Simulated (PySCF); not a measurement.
ethylene carbonate (C3H4O3), SMILES O=C1OCCO1. The structure is a stationary point at PBE-D3(BJ)/def2-SVP. The values are those of a single conformer.

**Question.** Give the equilibrium geometry at PBE-D3(BJ)/def2-SVP (PySCF confirms it by a frequency run) as Cartesian coordinates in Å, and its point group. (An estimate is asked for; the answer gives what the named calculation found.)

**Answer.** Several could match; the one computed here: point group C2.
```xyz
10

O      0.0000     0.0000     2.0520
C      0.0000     0.0000     0.8544
O      0.1112     1.1163     0.0670
C     -0.1229     0.7578    -1.2978
C      0.1229    -0.7578    -1.2978
O     -0.1112    -1.1163     0.0670
H      0.5712     1.3224    -1.9495
H     -1.1691     1.0179    -1.5708
H     -0.5712    -1.3224    -1.9495
H      1.1691    -1.0179    -1.5708
```
Charge 0, spin multiplicity 1.
